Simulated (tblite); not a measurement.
C6H4O.
Geometry (GFN2-xTB, Å), atoms numbered from 1 in this order:
```xyz
11
C6H4O angstrom
C     -1.7710   -1.4309    0.4016
C     -1.3147   -0.4244   -0.0564
C     -0.7517    0.8046   -0.5743
C      0.5363    1.1646    0.1548
O      0.7524    2.2522    0.6244
C      1.4731    0.0747    0.2070
C      2.2757   -0.8175    0.2491
H     -2.1845   -2.3136    0.7878
H     -0.5140    0.6739   -1.6355
H     -1.4644    1.6265   -0.4663
H      2.9680   -1.6073    0.2818
```

Computed with GFN2-xTB (tblite): harmonic, unscaled wavenumbers at the GFN2-xTB geometry, gas phase. The method is semi-empirical: single wavenumbers can be off by several per cent or more. One conformer, not necessarily the lowest.

Harmonic wavenumbers (cm⁻¹): 30.0, 99.9, 155.9, 217.5, 288.2, 350.2, 420.8, 541.2, 604.9, 642.0, 651.8, 682.6, 718.3, 785.1, 914.6, 1012.1, 1088.2, 1145.6, 1254.4, 1405.3, 1748.9, 2236.2, 2296.3, 2939.6, 2976.2, 3375.5, 3403.3.

A = 3741, B = 2333, C = 1561 MHz; mass 92.026 u (most abundant isotopes); point group C1, symmetry number 1.

Question: What is the zero-point energy?

Answer: ½Σν̃ = 15992 cm⁻¹ = 45.72 kcal/mol.

Question: What is S at 298.15 K and 1 bar for an ideal gas of classical rigid rotors and harmonic oscillators?

Answer: Translation 39.50, rotation 27.56, vibration 20.38: S = 87.4 cal/(mol K).

Question: And Cp and H(298.15 K) − H(0)?

Answer: Cp = 28.36 cal/(mol K), of which vibrations give 20.41 (their classical limit is 27 R = 53.7); H(298.15 K) − H(0) = 5.48 kcal/mol without the zero-point energy, 3.11 from vibrations.

Question: Blend soft modes into free rotors: weight 1/[1 + (100 cm⁻¹/ν̃)⁴] for the oscillator and the rest for a rotor with moment μB/(μ + B), μ = h/(8π²ν), B = 10⁻⁴⁴ kg m². What vibrational entropy results?

Answer: 18.31 cal/(mol K) in place of 20.38, which changes −T·S at 298.15 K by +0.62 kcal/mol.

Question: What must be added to the electronic energy to get the Gibbs energy at 298.15 K and 1 bar?

Answer: ZPE + [H(298.15 K) − H(0)] − T·S = 45.72 + 5.48 − 26.07 = 25.13 kcal/mol.

Question: How do the functions run with temperature in this model?

Answer: 
```
T (K)  S (cal/(mol K))  Cp (cal/(mol K))  H − H(0) (kcal/mol)  G − H(0) (kcal/mol)  ln q(vib)
  100             64.9              15.0                 1.15                -5.34       1.50
  200             77.4              22.0                 3.00               -12.49       3.28
  300             87.6              28.5                 5.53               -20.75       5.04
  500            104.5              37.6                12.21               -40.03       8.48
  800            124.0              45.5                24.78               -74.44      13.14
 1000            134.6              48.9                34.23              -100.33      15.90
```

q(vib) and H(0) count from the zero-point level.

Question: Which modes carry the vibrational entropy at 298.15 K?

Answer: 30.0 cm⁻¹: 5.83; 99.9 cm⁻¹: 3.46; 155.9 cm⁻¹: 2.60; 217.5 cm⁻¹: 1.98; 288.2 cm⁻¹: 1.48; 350.2 cm⁻¹: 1.17 cal/(mol K); the other 21 give 3.87 together.

Hindered rotation and anharmonicity are outside this model. Other conformers, if any are populated, would add a mixing term that is left out. The structure is chiral; the term R ln 2 for an equal mix with its mirror image is left out.
